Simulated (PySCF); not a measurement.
Compound: C2H3F3OSi.
Bonds: C1–C2 (double), C2–O3, O3–Si4, Si4–F5, Si4–F6, Si4–F7. Hydrogens: H8, H9 on C1; H10 on C2.

Method: PBE0-D3(BJ)/def2-SVP geometry optimisation, gas phase (PySCF); density fitting, grid level 1; the optimiser is geomeTRIC in internal coordinates, started from a GFN2-xTB structure with every atom displaced at random (about 0.01 Å).

Step 1: E = -20175.8125 eV
```
atom  x, y, z in Å  |  force x, y, z in eV/Å
C1      2.1201   -0.2028    0.2854    0.203  -0.292  -0.255
C2      0.8827    0.0935    0.6590   -0.179   0.220  -0.074
O3     -0.1817   -0.2991   -0.0948   -0.393  -0.120  -0.143
Si4    -1.7802    0.0147   -0.0287    0.763   0.046   0.174
F5     -2.0368    1.5820   -0.1571   -0.167  -0.027  -0.037
F6     -2.4901   -0.7538   -1.2222   -0.028   0.026   0.083
F7     -2.3677   -0.4617    1.3729   -0.196  -0.008  -0.030
H8      2.9812    0.1221    0.8714   -0.069  -0.018   0.019
H9      2.2771   -0.8023   -0.6251    0.043   0.214   0.251
H10     0.6439    0.6846    1.5511    0.022  -0.041   0.013
```

Step 2: E = -20175.8192 eV
```
atom  x, y, z in Å  |  force x, y, z in eV/Å
C1      2.1490   -0.2101    0.2825   -0.302  -0.131  -0.262
C2      0.8861    0.0765    0.5831   -0.211   0.174   0.476
O3     -0.1987   -0.3101   -0.1448    0.159  -0.092  -0.299
Si4    -1.7826    0.0275   -0.0113    0.226   0.016   0.031
F5     -2.0665    1.5889   -0.1546   -0.004  -0.010   0.022
F6     -2.5432   -0.7440   -1.1696   -0.039  -0.052  -0.033
F7     -2.3642   -0.4377    1.3976   -0.002   0.022   0.004
H8      2.9354    0.1206    0.9604    0.040   0.022  -0.058
H9      2.4009   -0.7751   -0.6191    0.054   0.011   0.065
H10     0.6322    0.6408    1.4877    0.079   0.038   0.054
```

Step 3: E = -20175.8247 eV
```
atom  x, y, z in Å  |  force x, y, z in eV/Å
C1      2.1228   -0.2174    0.2696   -0.038   0.306   0.393
C2      0.8832    0.1068    0.6259    0.210  -0.355  -0.155
O3     -0.1742   -0.2957   -0.1313   -0.269   0.139  -0.029
Si4    -1.7581    0.0271   -0.0143   -0.127  -0.017  -0.034
F5     -2.0782    1.5796   -0.1762    0.062   0.035   0.038
F6     -2.4971   -0.7637   -1.1736   -0.030  -0.078  -0.086
F7     -2.3713   -0.4361    1.3822    0.066   0.027   0.054
H8      2.9342    0.0894    0.9279    0.152   0.004  -0.072
H9      2.3389   -0.7690   -0.6436   -0.018  -0.072  -0.058
H10     0.6483    0.6561    1.5455   -0.008   0.011  -0.051
```

Q: Estimate the geometry and energy of step 4. (The exact step hangs on the optimiser's Hessian estimate; all steps are aligned on step 3, rigid shifts and turns removed.)

A: E = -20175.8354 eV, largest force 0.113 eV/Å
```
atom  x, y, z in Å  |  force x, y, z in eV/Å
C1      2.1263   -0.2057    0.2861    0.006  -0.025  -0.047
C2      0.8755    0.0778    0.6324    0.073   0.083   0.027
O3     -0.1830   -0.3112   -0.1345   -0.008  -0.035  -0.028
Si4    -1.7651    0.0249   -0.0216   -0.004  -0.004   0.026
F5     -2.0526    1.5850   -0.1720    0.005  -0.002  -0.007
F6     -2.5157   -0.7575   -1.1816    0.002  -0.008   0.001
F7     -2.3649   -0.4278    1.3841    0.002   0.008   0.018
H8      2.9640    0.1225    0.9018   -0.063   0.001   0.062
H9      2.3344   -0.7682   -0.6254    0.014  -0.009  -0.044
H10     0.6295    0.6374    1.5426   -0.026  -0.008  -0.007
```

The energy changes by -0.0107 eV. The first-order estimate −F·Δx gives -0.0281 eV and the mean of the old and new forces, exact on a quadratic surface, -0.0106 eV. The step makes an angle of 64° with the force vector and moves no atom by more than 0.052 Å.

The cost below is that of the whole optimisation. Hardware: one thread, Arm Neoverse V1 (aarch64), on a shared host. Cost: 98 s of wall time, 0.47 GiB resident at most.
